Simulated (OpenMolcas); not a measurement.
Se⁺.

```json
{
 "Program": "OpenMolcas 26.06",
 "Basis": "ANO-RCC-VTZP [6s5p3d1f]",
 "Scalar Hamiltonian": "DKH2, point nucleus",
 "Active space": "5 electrons in 9 orbitals (RAS2 4s 4p; RAS3 4d, at most 2 electrons)",
 "State averaging": "2S+1 = 4 odd, 1 root; 2S+1 = 2 odd, 8 roots; 2S+1 = 4 even, 3 roots; 2S+1 = 2 even, 8 roots",
 "Spin-orbit coupling": "state interaction with AMFI integrals over the reference wave functions, term energies averaged over their components"
}
```

Two sets of levels on these reference wave functions, in cm⁻¹ above 4s² 4p³ ⁴S°_3/2: one from RASSCF and one from SS-RASPT2, IPEA 0.25 Eh, imaginary shift 0.1 Eh (closed shells correlated: 3d).

```
          Level  Set 1  Set 2
4s² 4p³ ⁴S°_3/2    0.0    0.0
4s² 4p³ ²D°_3/2  16580  14160
4s² 4p³ ²D°_5/2  17040  14620
4s² 4p³ ²P°_1/2  26720  24340
4s² 4p³ ²P°_3/2  27280  24920
  4s 4p⁴ ⁴P_5/2  82760  82710
  4s 4p⁴ ⁴P_3/2  84330  84290
  4s 4p⁴ ⁴P_1/2  85260  85220
```

**Question.** Which set is which?

**Answer.** Set 2 is SS-RASPT2. Its levels of the other terms of 4s² 4p³ lie at 0.85 to 0.91 of the other set's values, as expected, since terms of lower spin or lower L gain more correlation energy than the Hund ground term. Against 7 measured levels (NIST Handbook of Basic Atomic Spectroscopic Data) the mean absolute deviation is 1100 cm-1 with it and 2500 cm-1 without; single levels miss by up to 1300 cm-1 with it.

The run also gave levels led by 4s² 4p² 4d, which use shells meant for correlation; these and all levels above them are left out. Some terms mix strongly with configurations of 4d, whose occupation reaches 0.18 (4s 4p⁴ ⁴P). Without dynamic correlation excited terms often stand tens of per cent too high (terms of higher spin than the ground term too low), and those without a measured partner can miss by more than the paired ones (holds for RASSCF). Computed and measured levels are paired by configuration, term and J; levels that our copy of the source lacks, or whose pairing is in doubt (as where it misses far off the trend of its configuration), stay unpaired and out of the deviations. Levels of configurations outside the active space are missing. Levels that lie high or do not pair safely by name in every column are left out.

° marks odd parity.
